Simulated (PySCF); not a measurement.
**Electron correlation in V³⁺ (vanadium, charge +3)**

[Ar] 3d2, high-spin 3F determinant. All numbers are calculated (PySCF 2.14, scalar relativity by spin-free X2C-1e, in x2c-TZVPPall). Frozen: [Ar]; 2 electrons correlated.

With two correlated electrons CCSD is exact within the correlated space (frozen core and kept virtual orbitals).

```tsv
level	correlation energy (mhartree)
CCSD	-4.98
```

Diagnostics: T1 = 0.00097, D1 = 0.0014, largest double amplitude 0.013.

Question: Is a single reference adequate?

Answer: Yes: T1 lies below 0.03 and no double amplitude reaches 0.07.
